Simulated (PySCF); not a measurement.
InHCl₂, SMILES [Cl][InH][Cl].

Geometry optimised at PBE0-D3(BJ)/def2-TZVP. The def2 effective core potentials stand for the cores of In; spin–orbit coupling is left out.

The numbers are results of PySCF with M06-2X/def2-TZVPD, not measurements.

Gas-phase values at a fixed geometry.

Computed frontier levels, gap, dipole moment and polarisability:
| Quantity | Value |
|---|---|
| highest occupied level | -10.23 eV |
| lowest empty level | -1.55 eV |
| orbital gap | 8.68 eV |
| dipole moment | 2.64 D |
| quadrupole, principal values (traceless, Buckingham form, about the centre of nuclear charge) | -8.72, 0.79, 7.93 D·Å |
| mean static polarisability | 63.3 bohr³ (9.37 Å³) |
| polarisability, principal values | 47.9, 65.9, 75.9 bohr³ |
